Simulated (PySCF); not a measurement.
BiI2, SMILES [I][Bi][I], multiplicity 2. The structure is a stationary point at PBE0-D3(BJ)/def2-SVP. The spin state was assumed, not searched. The isomer is the one that the SMILES or the coordinates give; other isomers of the formula were not compared. The def2 effective core potentials stand for the cores of Bi, I; spin–orbit coupling is left out.

Computed equilibrium geometry at PBE0-D3(BJ)/def2-SVP (PySCF confirms it by a frequency run) as a Z-matrix, and its point group:
point group C2v.
```
Bi
I 1 2.8047
I 1 2.8047 2 101.11
```
Charge 0, spin multiplicity 2.
